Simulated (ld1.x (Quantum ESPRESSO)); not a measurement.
Li (Z = 3), TM: configuration errors across variants

lithium, norm-conserving Troullier–Martins (Kleinman–Bylander form), made with ld1.x (Quantum ESPRESSO) 7.5 (LDA (PZ), scalar-relativistic). Core none, reference 1s2 2s0.5 2p0 (charge +0.5). Waves: 2p (bound, empty): rc 4.20 bohr; 3d channel at -0.15 Ry: rc 3.60 bohr; 1s (bound): rc 0.40 bohr. Local part: the s channel. Core correction: none.

Occupied shells without a wave of their own: 2s. They enter only through the test configuration that unscreens the potential.

All-electron excitation energies from the reference (eV): (1) 1s2 2s1 2p0 -2.045; (2) 1s2 2s0 2p0 3.195; (3) 1s2 2s0 2p1 -0.291; (4) 1s1 2s1 2p0 65.333; (5) 1s2 2s0.5 2p0 spin -0.091; (6) 1s2 2s1 2p0 spin -2.278.

Spin tests fill each open shell by Hund’s rule, majority spin first.

3 further variants failed, have other tests or too few solved ones, and are left out.

A true bound ghost makes a file unfit for plane-wave use even where its test errors are small: the radial tests pick states by their node count and pass the ghost by.

Errors AE − PS in meV (a dash: test not solved or not reliable):

```csv
change,(1),(2),(3),(4),(5),(6),bound ghosts
base,-0.4,+0.7,+1.0,+5.2,0.0,-0.4,p
wave 2p (bound): rc 4.20 bohr becomes 2p (bound): rc 3.30 bohr,-0.4,+0.7,+0.5,+5.2,0.0,-0.4,none
wave 3d channel at -0.15 Ry: rc 3.60 bohr becomes 3d channel at 3.19 Ry: rc 3.60 bohr,-0.4,+0.7,+1.0,+5.2,0.0,-0.4,"d, p"
wave 3d channel at -0.15 Ry: rc 3.60 bohr becomes 3d channel at -0.15 Ry: rc 4.36 bohr,-0.4,+0.7,+1.0,+5.2,0.0,-0.4,"d, p"
local potential all-electron potential smoothed inside 0.75 bohr (lloc = -1),-1.6,+2.6,+2.1,-12,-0.1,-1.7,none
```

Task: Give the same row for: all radii scaled by about 0.83 (s 0.34, p 3.48, d 2.98 bohr).

Result: -0.2, +0.4, +0.4, -0.3, 0.0, -0.2; bound ghosts: p.
